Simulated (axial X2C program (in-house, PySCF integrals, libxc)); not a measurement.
## Bond lengths and stretching modes, held linear, of FMoF⁻

Computed with an axial X2C code built on PySCF integrals: two-component X2C with atomic mean-field Coulomb and Gaunt terms, Gaussian nuclei, basis F dyall-av3z, Mo dyall-v3z with contracted cores. Spin-free rows use the one-electron spin-free X2C Hamiltonian.

Masses F 18.998, Mo 97.905, F 18.998 u. States: 2c Ω = 5/2 (beyond evenly filled blocks: ω = 5/2); spin-free M_S = 5/2, Λ = 0 (beyond evenly filled blocks: σα, π+α, π-α, δ+α, δ-α).

HF, spin-free: energies above the lowest point

```json
{"r(F–Mo) (Å)": "1.9861", "r(Mo–F) (Å)": "1.9861", "E (meV)": "89.38"}
{"r(F–Mo) (Å)": "1.9861", "r(Mo–F) (Å)": "2.0370", "E (meV)": "42.96"}
{"r(F–Mo) (Å)": "1.9861", "r(Mo–F) (Å)": "2.0879", "E (meV)": "35.71"}
{"r(F–Mo) (Å)": "2.0370", "r(Mo–F) (Å)": "1.9861", "E (meV)": "42.96"}
{"r(F–Mo) (Å)": "2.0370", "r(Mo–F) (Å)": "2.0370", "E (meV)": "2.18"}
{"r(F–Mo) (Å)": "2.0370", "r(Mo–F) (Å)": "2.0879", "E (meV)": "0.00"}
{"r(F–Mo) (Å)": "2.0370", "r(Mo–F) (Å)": "2.1389", "E (meV)": "27.50"}
{"r(F–Mo) (Å)": "2.0879", "r(Mo–F) (Å)": "1.9861", "E (meV)": "35.71"}
{"r(F–Mo) (Å)": "2.0879", "r(Mo–F) (Å)": "2.0370", "E (meV)": "0.00"}
{"r(F–Mo) (Å)": "2.0879", "r(Mo–F) (Å)": "2.0879", "E (meV)": "2.37"}
{"r(F–Mo) (Å)": "2.1389", "r(Mo–F) (Å)": "2.0370", "E (meV)": "27.50"}
{"r(F–Mo) (Å)": "2.1389", "r(Mo–F) (Å)": "2.1389", "E (meV)": "69.32"}
```

Q: Fit a quadratic surface with cubic terms in each bond: where is the minimum, and what are the two stretching wavenumbers?

A: At HF, spin-free: bonds 2.062 and 2.062 Å; harmonic stretches 461.1 and 474.4 cm⁻¹; force constants 2.1, 2.1 and coupling 0.28 mdyn/Å.

The other levels and Hamiltonians give:

```
Hamiltonian      level  r(F–Mo) (Å)  r(Mo–F) (Å)  lower stretch (cm⁻¹)  upper stretch (cm⁻¹)
         2c       PBE0        2.035        2.035                 465.0                 477.7
         2c         HF        2.062        2.062                 460.8                 474.3
         2c  BHandHLYP        2.039        2.039                 467.3                 485.5
         2c        MP2        2.046        2.046                 464.1                 474.0
  spin-free       PBE0        2.035        2.035                 465.5                 477.6
  spin-free  BHandHLYP        2.040        2.040                 469.2                 485.0
  spin-free        MP2        2.047        2.047                 464.6                 473.9
```

Each state is one determinant, the lowest of a limited PBE0 search; the stretches come from a fit to these few points and carry an uncertainty of a few per cent. Other orders of the atoms were not compared. MP2 freezes inner shells (threshold -2 hartree). For an anion the highest level of a functional can be positive, and the basis then holds the extra electron. The molecule was held linear; bending was not examined, so a bent shape may lie lower. Note: several unpaired electrons, one determinant need not be a pure state.
